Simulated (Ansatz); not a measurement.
Two members of one family (Series BiX3), computed with Ansatz in the gas phase; def2 core potentials for Bi, I, no spin–orbit coupling. The two geometries come from different levels. Binding counts from free atoms in the multiplicity of their measured ground term, without zero-point energy. A dash marks a value that wasn't run or was left out as unsound. The structures are stationary points that may keep the symmetry of their start. Remarks come from the PBE and PBE0 runs and from stability tests at other levels; not every state was tested. HOMO above LUMO (over both spins in singlets and doublets, within one spin in higher multiplets; at PBE or PBE0), or a gap under 0.15 eV within one spin, warns that the state may not be the lowest or that an electron is smeared out.

First: BiI3 (singlet, charge 0, PBE-D4/def2-SVP geometry).

Cartesian coordinates in Å:
```
Bi 0.811 0.281 0.444
I 0.562 -2.491 -0.149
I 0.268 1.437 -2.100
I -1.641 0.773 1.805
```

```tsv
level	HOMO (eV)	LUMO (eV)	gap (eV)	vertical IE (eV)	vertical triplet (eV)	binding per atom (eV)
LDA (SPW92)/def2-TZVP	-6.67	-4.07	2.60	–	–	2.28
PBE-D4/def2-SVP	-6.41	-3.82	2.59	–	–	1.90
PBE-D4/def2-TZVP	-6.49	-3.82	2.68	8.76	2.78	1.95
r2SCAN-D4/def2-TZVP	-6.80	-3.77	3.03	9.00	2.85	1.79
CAM-B3LYP-D4/def2-TZVP	-8.73	-2.42	6.31	–	–	1.68
```

Remarks: gap within one spin near zero at PBE or PBE0 (+1 doublet), gap within one spin near zero at PBE or PBE0 (triplet).

Second: BiF3 (singlet, charge 0, PBE-D4/def2-TZVP geometry).

Cartesian coordinates in Å:
```
Bi 0.229 0.282 -0.682
F -1.621 0.670 0.025
F 1.217 0.758 1.013
F 0.176 -1.710 -0.356
```

Question: Estimate the same table for the second.

Answer: 
| level | HOMO (eV) | LUMO (eV) | gap (eV) | vertical IE (eV) | vertical triplet (eV) | binding per atom (eV) |
| --- | --- | --- | --- | --- | --- | --- |
| LDA (SPW92)/def2-TZVP | -8.87 | -2.87 | 6.00 | – | – | 4.08 |
| PBE-D4/def2-SVP | -8.03 | -2.20 | 5.84 | – | – | 3.34 |
| PBE-D4/def2-TZVP | -8.56 | -2.55 | 6.01 | 11.99 | 5.76 | 3.50 |
| r2SCAN-D4/def2-TZVP | -8.97 | -2.31 | 6.66 | 12.23 | 5.89 | 3.26 |
| CAM-B3LYP-D4/def2-TZVP | -11.53 | -1.00 | 10.53 | – | – | 3.28 |

Remarks: gap within one spin near zero at PBE or PBE0 (triplet).
